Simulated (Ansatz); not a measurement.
## Worked example: BF3 + C2H3FO → BHF2 + C2H2F2O

Gas-phase species: BF3 (boron trifluoride) `FB(F)F`, singlet; C2H3FO `FC1CO1`, singlet; BHF2 `FBF`, singlet; C2H2F2O `FC1OC1F`, singlet. The partners trade F for H: B–F and C–H bonds give way to B–H and C–F.

Shapes, held fixed at every level: PBE0-D4/def2-TZVP. Programs: Ansatz 0.2.0. Electronic energies: no zero-point or thermal term.

At CCSD(T)/CBS estimate; 1 Eh = 2625.50 kJ/mol:

| species | energy (Eh) |
| --- | --- |
| BF3 | -324.357308 |
| C2H3FO | -252.817362 |
| BHF2 | -225.094270 |
| C2H2F2O | -352.002794 |

Task: Work out ΔE of the reaction at this level.

Result: 
1. Products less reactants: (-225.094270) + (-352.002794) − [(-324.357308) + (-252.817362)] = 0.077606 Eh = +203.8 kJ/mol.

Other levels give +187.1 (PBE-D4/def2-TZVPP) to +208.5 kJ/mol (HF/def2-TZVPP). No measured value is set beside it here. The CBS estimate extrapolates MP2 from def2-TZVPP and def2-QZVPP and adds CCSD(T) − MP2 in the triple-zeta set, cores frozen. The median of the other correlated levels is +196.0 kJ/mol.
